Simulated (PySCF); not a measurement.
## Radial density of Al²⁺ (aluminium, charge +2)

UHF, [Ne] 3s1, 2S determinant. Calculation: PySCF 2.14, in jorge-DZP-DKH; the spin-free X2C one-electron Hamiltonian (Gaussian nucleus).

```json
{"r (bohr)": "0.00209", "4πr²ρ (e/bohr)": "0.08256", "4πr²(ρα − ρβ)": "0.0002"}
{"r (bohr)": "0.00352", "4πr²ρ (e/bohr)": "0.2214", "4πr²(ρα − ρβ)": "0.0006"}
{"r (bohr)": "0.00591", "4πr²ρ (e/bohr)": "0.5677", "4πr²(ρα − ρβ)": "0.0016"}
{"r (bohr)": "0.00995", "4πr²ρ (e/bohr)": "1.412", "4πr²(ρα − ρβ)": "0.0040"}
{"r (bohr)": "0.0167", "4πr²ρ (e/bohr)": "3.293", "4πr²(ρα − ρβ)": "0.0092"}
{"r (bohr)": "0.0281", "4πr²ρ (e/bohr)": "6.857", "4πr²(ρα − ρβ)": "0.0185"}
{"r (bohr)": "0.0473", "4πr²ρ (e/bohr)": "11.74", "4πr²(ρα − ρβ)": "0.0291"}
{"r (bohr)": "0.0796", "4πr²ρ (e/bohr)": "14.60", "4πr²(ρα − ρβ)": "0.0270"}
{"r (bohr)": "0.134", "4πr²ρ (e/bohr)": "11.55", "4πr²(ρα − ρβ)": "0.0019"}
{"r (bohr)": "0.225", "4πr²ρ (e/bohr)": "8.493", "4πr²(ρα − ρβ)": "0.0152"}
{"r (bohr)": "0.379", "4πr²ρ (e/bohr)": "12.13", "4πr²(ρα − ρβ)": "0.0987"}
{"r (bohr)": "0.637", "4πr²ρ (e/bohr)": "10.06", "4πr²(ρα − ρβ)": "0.0275"}
{"r (bohr)": "1.07", "4πr²ρ (e/bohr)": "2.578", "4πr²(ρα − ρβ)": "0.1185"}
{"r (bohr)": "1.80", "4πr²ρ (e/bohr)": "0.6138", "4πr²(ρα − ρβ)": "0.5154"}
{"r (bohr)": "3.03", "4πr²ρ (e/bohr)": "0.2577", "4πr²(ρα − ρβ)": "0.2574"}
{"r (bohr)": "5.10", "4πr²ρ (e/bohr)": "0.005392", "4πr²(ρα − ρβ)": "0.0054"}
```

Densities and radii are taken from the X2C orbitals without a picture-change correction, which distorts them close to the nucleus.
